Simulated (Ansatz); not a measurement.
`NB(N)N` → B• + 6 H• + 3 N•  (atomization)

Calculated with Ansatz (gas phase, PBE0-D4/def2-TZVP geometries, no zero-point term in ΔE). CBS: def2 TZ/QZ extrapolation, frozen cores. DFT in def2-TZVPP. B3LYP here is the variant with VWN-RPA as its local correlation; programs differ in this. Open shells (•) are unrestricted, without spin–orbit coupling. Spin–orbit coupling would lower the free atoms: a little for B. One conformer a species, not always the lowest.

```csv
level,ΔE (kJ/mol)
r2SCAN-D4,3776.5
PBE,3873.4
B3LYP,3807.9
SCS-MP2/def2-TZVPP,3732.1
MP2/def2-QZVPP,3790.9
HF/CBS(def2),2639.1
CCSD/cc-pV(Q+d)Z,3669.4
CCSD/CBS(cc),3715.6
```

Q: What does CCSD(T)/CBS give? (Best estimate.)

A: Computed: +3780.6 kJ/mol. The listed levels differ from it by -4.1, 92.8, 27.3, -48.5, 10.3, -1141.5, -111.2, -65.0 kJ/mol.

Largest T1 diagnostic among the species: 0.014.

The D4 term adds +22.2 kJ/mol with B3LYP and +11.5 kJ/mol with PBE0; it sums over pairs of atoms, weighted by their polarisabilities, and B3LYP, whose exchange is more repulsive, gets the larger term. From PBE to PBE0 (25 % exact exchange), in def2-TZVPP and without D4, ΔE moves by −84.1 kJ/mol: exact exchange takes away binding that semilocal exchange gives to molecules.

CCSD(T)/CBS has its own doubt, a few kJ/mol and more with outer-core shells, so smaller differences from it don't rank the levels.
